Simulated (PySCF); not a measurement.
Telling isomers of C7H11FOSi apart by NMR

- GIAO PBE0/pcSseg-1 shieldings
- GFN2-xTB geometry
- run in PySCF
- non-relativistic Hamiltonian, single conformer, isolated molecule, fast rotation and ring inversion assumed for equivalent nuclei

δ = σ(ref) − σ, references computed at the same level: ¹H and ¹³C vs TMS. Splittings of carbon signals by F and P are missing where no couplings were computed. Where no couplings were computed, multiplicities follow the n + 1 count of equivalent neighbours, and m marks all less simple cases (inequivalent or close neighbours, rings, F or P nearby). Shifts are as computed. Against solution values, carbons near 30 ppm lie about +3 ppm off and those near 130 ppm about +5 ppm. Of 1309 compounds with measured shifts, 239 miss one by over three times the rms of a fit or turn the order of signals round; such compounds aren't used in these exercises.

(1) Tabulate the signals of `C#C[Si@H]1[C@H](F)[C@@H]1OC(C)C`, `C=C(/C=C\O/C=C/F)[SiH2]C`, `F[C@@H]1COC[Si@]12C=CCC2`, `CC#C[Si@@H](F)[C@H](C)C(C)=O` and their relative energies.

(2) What is the quickest way to tell F[C@@H]1COC[Si@]12C=CCC2 from CC#C[Si@@H](F)[C@H](C)C(C)=O?

(3) What is the quickest way to tell C=C(/C=C\O/C=C/F)[SiH2]C from F[C@@H]1COC[Si@]12C=CCC2?

(4) What is the quickest way to tell C#C[Si@H]1[C@H](F)[C@@H]1OC(C)C from F[C@@H]1COC[Si@]12C=CCC2?

Results:

(1) 
```tsv
SMILES	carbon types	δC	δH	E rel. (kcal/mol)
C#C[Si@H]1[C@H](F)[C@@H]1OC(C)C	1×C 4×CH 2×CH3	103.1, 83.9, 82.4, 80.4, 65.1, 26.0, 24.7	5.14 (m, 1H), 3.80 (m, 1H), 3.69 (m, 1H), 3.64 (m, 1H), 1.72 (d, 1H), 1.27 (d, 3H), 1.26 (d, 3H)	100.0
C=C(/C=C\O/C=C/F)[SiH2]C	1×C 4×CH 1×CH2 1×CH3	148.0, 147.8, 145.2, 142.3, 135.6, 126.5, -6.2	7.22 (m, 1H), 7.10 (m, 1H), 6.17 (d, 1H), 6.08 (br s, 1H), 5.84 (d, 1H), 5.59 (br s, 1H), 4.73 (q, 2H), 0.14 (t, 3H)	68.9
F[C@@H]1COC[Si@]12C=CCC2	3×CH 4×CH2	166.8, 130.9, 92.5, 76.6, 62.1, 36.7, 8.3	7.28 (m, 1H), 6.30 (m, 1H), 5.13 (m, 1H), 4.66 (m, 1H), 3.86 (m, 1H), 3.60 (m, 1H), 3.57 (m, 1H), 2.83 (m, 1H), 2.52 (m, 1H), 1.10 (m, 1H), 0.91 (m, 1H)	32.1
CC#C[Si@@H](F)[C@H](C)C(C)=O	3×C 1×CH 3×CH3	211.8, 117.2, 84.5, 47.3, 35.3, 11.7, 5.7	4.79 (m, 1H), 2.79 (m, 1H), 2.35 (s, 3H), 2.14 (s, 3H), 1.40 (d, 3H)	0.0
```

Energies are electronic energies at PBE0/pcSseg-1 on these geometries, without zero-point or thermal terms, each for the one conformer computed, which needn't be the lowest.

(2) Both give the same number of carbon signals, but DEPT or the intensities differ. The first has an alkene CH at 166.8 ppm, the second a ketone carbonyl carbon (C) at 211.8 ppm. In the proton spectra the most deshielded non-exchanging signals are 7.28 (m, 1H) and 4.79 (m, 1H).

(3) Both give the same number of carbon signals, but DEPT or the intensities differ. The first has a fully substituted alkene carbon (C) at 148.0 ppm, the second an sp3 CH2 bonded to O and Si at 62.1 ppm. Their most deshielded carbons lie at 148.0 and 166.8 ppm.

(4) Both give the same number of carbon signals, but DEPT or the intensities differ. The first has an alkyne carbon (C) at 83.9 ppm, the second an alkene CH at 166.8 ppm. Their most deshielded carbons lie at 103.1 and 166.8 ppm. In the proton spectra the most deshielded non-exchanging signals are 5.14 (m, 1H) and 7.28 (m, 1H).
